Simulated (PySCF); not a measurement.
The multiplicity is imposed and other spin states were not computed.

Z-matrix (Å, degrees):
```
Cu
O 1 1.7737
H 2 0.9749 1 111.66
C 1 2.0080 2 159.36 3 99.93
C 4 1.3956 1 69.67 2 169.42
H 4 1.0980 5 121.07 1 -98.76
H 5 1.0980 4 121.07 6 -0.01
H 5 1.0981 7 115.89 4 -164.03
H 4 1.0981 6 115.88 5 164.02
```
Charge 0, multiplicity 1.

What HOMO–LUMO gap, charge on the central atom (Mulliken), LUMO, HOMO, charge on the central atom (meta-Löwdin), total energy and dipole moment does TPSSh-D3(BJ)/def2-TZVP // TPSS-D3(BJ)/def2-SVP in PySCF give?


```json
{
  "HOMO–LUMO gap": "4.04 eV",
  "charge on the central atom (Mulliken)": "0.23 e",
  "LUMO": "-2.01 eV",
  "HOMO": "-6.05 eV",
  "charge on the central atom (meta-Löwdin)": "0.74 e",
  "total_energy": "-1795.0605 Ha",
  "dipole_moment": "4.10 D"
}
```
